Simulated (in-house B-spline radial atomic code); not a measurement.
A run on an ion of nuclear charge 65 with 65.4 electrons that did not converge. Method: scalar-relativistic (X2C) Hartree-Fock with fractional occupations, spin-polarised, spherical fractional occupations, Fermi nucleus of rms radius 5.06 fm; computed with a B-spline radial code for spherical atoms.

Command:
```bash
python run_scf.py task.json out
```
Settings (nuclear radius in fm, mass in u):
```
Z                65
configuration    [Xe] 4f9.4 6s2
hamiltonian      x2c
method           hf,
spin_polarised   True
nucleus          fermi
rms_radius       5.06
atomic_mass      158.92535
speed_of_light   137.035999084
```

First and last ten iterations of the last attempt (damped for 15 steps, keeping 80 % of the old Fock matrix, then DIIS):
```
 iter        energy (Eh)    residual
    1      -11660.418170    7.02e-01
    2      -11667.899997    1.13e+00
    3      -11684.561053    7.60e-01
    4      -11693.763364    4.81e-01
    5      -11698.641453    3.21e-01
    6      -11701.110937    2.25e-01
    7      -11702.309923    1.55e-01
    8      -11702.885250    1.02e-01
    9      -11703.201000    6.21e-02
   10      -11702.978701    1.20e-01
  111      -11702.404742    1.32e-01
  112      -11702.618763    1.16e-01
  113      -11702.510924    1.24e-01
  114      -11702.542923    1.22e-01
  115      -11703.215603    6.59e-02
  116      -11703.095982    7.55e-02
  117      -11703.063521    7.81e-02
  118      -11703.113866    7.37e-02
  119      -11703.138894    7.17e-02
  120      -11703.121768    7.32e-02
 not converged after 120 iterations
```

The smallest residual met was 3.9e-04; the threshold is about 6e-07. No energy from this run should be used. Cost of the run: 6.1 s on 1 thread of Arm Neoverse V2, on a shared host.
